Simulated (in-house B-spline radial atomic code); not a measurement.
Configurations of the gadolinium ion Gd⁷⁺, with energies counted from [Kr] 4d10 (4f5/2)6 5s2 (5p1/2)2 (5p3/2)1. All numbers are computed (Dirac-Hartree-Fock, average of each configuration as written; Fermi nucleus of rms radius 5.1569 fm) with a radial B-spline atomic code at the basis-set limit, not measured. Energies include first-order Breit, QED and recoil terms.

Occupations are held fixed; configurations that lie above the ionisation limit could autoionise.

```csv
configuration,E - E(ref) (eV),highest orbital,its <r> (bohr)
[Kr] 4d10 (4f5/2)5 (4f7/2)1 5s2 (5p1/2)2 (5p3/2)1,3.6255,4f7/2,0.7594
[Kr] 4d10 (4f5/2)4 (4f7/2)2 5s2 (5p3/2)3,18.398,4f7/2,0.7587
[Kr] 4d10 (4f5/2)2 (4f7/2)3 5s2 (5p3/2)3 (5d3/2)1,49.923,5d3/2,1.667
[Kr] 4d10 (4f5/2)1 (4f7/2)5 5s2 (5p1/2)2 (6g9/2)1,101.69,6g9/2,5.334
[Kr] 4d10 (4f5/2)3 (4f7/2)3 5s2 (5p1/2)1 (5p3/2)1 (8g9/2)1,116.37,8g9/2,10.5
[Kr] (4d3/2)4 (4d5/2)5 (4f5/2)5 (4f7/2)1 5s2 (5p1/2)2 (5p3/2)1 (6d3/2)1,213.01,6d3/2,3.183
[Kr] (4d3/2)3 (4d5/2)6 (4f7/2)6 5s2 (5p3/2)3 (7g9/2)1,261.68,7g9/2,7.661
[Kr] (4d3/2)4 (4d5/2)5 (4f5/2)5 (4f7/2)1 5s2 (5p3/2)3 (9g9/2)1,263.22,9g9/2,13.61
```

(1) Order these further configurations by energy, lowest first.
A. [Kr] (4d3/2)4 (4d5/2)5 (4f7/2)6 5s2 (5p1/2)2 (5p3/2)1 (5d3/2)1
B. [Kr] 4d10 (4f5/2)6 5s2 (5p3/2)2 9s1
C. [Kr] 4d10 (4f5/2)1 (4f7/2)4 5s2 (5p1/2)2 (5p3/2)1 7s1
D. [Kr] 4d10 (4f5/2)5 5s2 (5p1/2)2 (5p3/2)1 (6d5/2)1
E. [Kr] (4d3/2)4 (4d5/2)5 (4f5/2)6 5s2 (5p1/2)2 (5p3/2)1 (8f7/2)1

(2) How far above the reference does [Kr] 4d10 (4f7/2)6 5s2 (5p1/2)1 (5p3/2)2 lie?

(3) How far above the reference does [Kr] (4d3/2)4 (4d5/2)5 (4f5/2)4 (4f7/2)3 5s2 (5p1/2)2 (5p3/2)1 lie?

(4) How far above the reference does [Kr] (4d3/2)4 (4d5/2)5 (4f5/2)4 (4f7/2)2 5s2 (5p3/2)4 lie?

Answers

(1) D (68.915 eV), C (81.159 eV), B (109.79 eV), A (185.51 eV), E (238.17 eV).

(2) 12.447 eV; its least bound orbital is 5p3/2 with <r> = 1.408 bohr.

(3) 152.01 eV; its least bound orbital is 4f7/2 with <r> = 0.7556 bohr.

(4) 158.32 eV; its least bound orbital is 5p3/2 with <r> = 1.389 bohr.
